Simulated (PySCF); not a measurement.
These are PBE-D3(BJ)/def2-TZVP // PBE0-D3(BJ)/def2-TZVP (PySCF) values and carry that method's errors. Isolated molecules, 0 K electronic values unless said otherwise. One relaxed conformer stands for a flexible species; it need not be the lowest. Excitations are Tamm–Dancoff values on a coarser integration grid. The basis has no diffuse functions, so Rydberg states are missing or too high.

Reference species (SMILES): `C#CSC` (neutral, multiplicity 1).

The HOMO–LUMO gap is 4.22 eV and the S1 excitation (TDA) comes out as 4.32 eV. The S1–T1 gap (TDA) comes out as 0.37 eV.

Changed species: `C=CC=S` (C–C–C–S torsion 180°).

Problem. Give the shifts of the HOMO–LUMO gap, S1 excitation (TDA) and S1–T1 gap (TDA).

Solution. the HOMO–LUMO gap decreases by 2.52 eV, to 1.70 eV; the S1 excitation (TDA) falls by 2.40 eV, to 1.92 eV; the S1–T1 gap (TDA) rises by 0.11 eV, to 0.48 eV.
